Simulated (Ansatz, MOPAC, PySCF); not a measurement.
Potential energy surface of H2Se, singlet: symmetric bend, bond length relaxed. Scanned: H-Se-H angle. Other coordinates (Se-H bond length) were minimised at B3LYP/def2-TZVP.

Computed with: RKS-B3LYP/6-31G* = restricted B3LYP/6-31G*, spherical d (PySCF); AM1, restricted, heats of formation (MOPAC); RKS-B3LYP/3-21G = restricted B3LYP/3-21G in PySCF 2.14.0; FCI/cc-pVDZ = full CI/cc-pVDZ, cores with 3d frozen run with Ansatz (an electronic-structure program).

Energies relative to the lowest point of each profile, in kJ/mol; the last columns give the difference from FCI:

| a / ° | RKS-B3LYP/6-31G* | AM1 | RKS-B3LYP/3-21G | FCI/cc-pVDZ | RKS-B3LYP/6-31G* − FCI/cc-pVDZ | AM1 − FCI/cc-pVDZ | RKS-B3LYP/3-21G − FCI/cc-pVDZ |
|---|---|---|---|---|---|---|---|
| 180 | 337.3 | — | 327.4 | 327.9 | 9.4 | — | -0.5 |
| 172.07 | 324.3 | — | 317.3 | 314.9 | 9.4 | — | 2.4 |
| 162.42 | 280.0 | — | 278.6 | 271.6 | 8.3 | — | 7.0 |
| 147.82 | 191.9 | 166.0 | 191.0 | 186.8 | 5.1 | -20.7 | 4.2 |
| 141.10 | 152.9 | 130.3 | 151.3 | 148.9 | 4.0 | -18.6 | 2.4 |
| 129.35 | 93.0 | 77.1 | 90.7 | 90.3 | 2.7 | -13.1 | 0.4 |
| 120.57 | 56.6 | 45.8 | 54.5 | 54.6 | 2.0 | -8.8 | -0.2 |
| 109.37 | 22.5 | 17.2 | 21.0 | 21.2 | 1.2 | -4.0 | -0.3 |
| 97.78 | 3.1 | 1.8 | 2.5 | 2.6 | 0.5 | -0.8 | -0.1 |
| 89.66 | 0.0 | 0.0 | 0.0 | 0.0 | 0.0 | 0.0 | 0.0 |
| 81.86 | 5.8 | 5.4 | 6.3 | 5.9 | -0.1 | -0.4 | 0.5 |
| 69.85 | 32.2 | 28.0 | 34.0 | 30.6 | 1.6 | -2.6 | 3.4 |
| 60 | 69.7 | 58.6 | 72.9 | 64.4 | 5.3 | -5.8 | 8.5 |

RKS-B3LYP/6-31G* is furthest from FCI/cc-pVDZ at 172.07 (9.4 kJ/mol, above); its mean absolute difference over the points is 3.8 kJ/mol.

AM1 is furthest from FCI/cc-pVDZ at 147.82 (-20.7 kJ/mol, below); its mean absolute difference over the points is 7.5 kJ/mol.

RKS-B3LYP/3-21G is furthest from FCI/cc-pVDZ at 60 (8.5 kJ/mol, above); its mean absolute difference over the points is 2.3 kJ/mol.

Dashes: no converged value, or the column stops at the first point that the program doubted or that broke a chosen test of continuity, which isn't proof of a fault.
